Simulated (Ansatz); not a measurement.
Computed with Ansatz on PBE0-D4/def2-TZVP structures; ΔE is electronic, products minus reactants. CCSD(T)/CBS adds triple-zeta CCSD(T) − MP2 to the extrapolated MP2 energy (def2 sets, frozen cores). This one scheme is used for every species. Functionals use def2-TZVPP. Each species was taken in one conformer, which may not be the lowest.

Reaction (ligand exchange at a B–C bond): `O=CB(O)[SiH3]` + `N[SiH3]` → `OB([SiH3])N[SiH3]` + `C=O`

| level | ΔE (kcal/mol) |
| --- | --- |
| PBE-D4 | -25.8 |
| CCSD(T)/def2-TZVPP | -27.2 |
| HF/def2-QZVPP | -28.7 |
| HF/CBS(def2) | -28.7 |

Problem. What does CCSD(T)/CBS give? (Best estimate.)

Solution. Ansatz gave: -26.8 kcal/mol. The listed levels differ from it by 1.0, -0.4, -1.9, -1.9 kcal/mol.

Largest T1 diagnostic among the species: 0.016.

From PBE to PBE0 (25 % exact exchange), in def2-TZVPP and without D4, ΔE moves by −1.1 kcal/mol. The D4 term adds −1.4 kcal/mol with B3LYP and −0.8 kcal/mol with PBE0; it sums over pairs of atoms, weighted by their polarisabilities, and B3LYP, whose exchange is more repulsive, gets the larger term.

B3LYP here is the variant with VWN-RPA as its local correlation; programs differ in this.
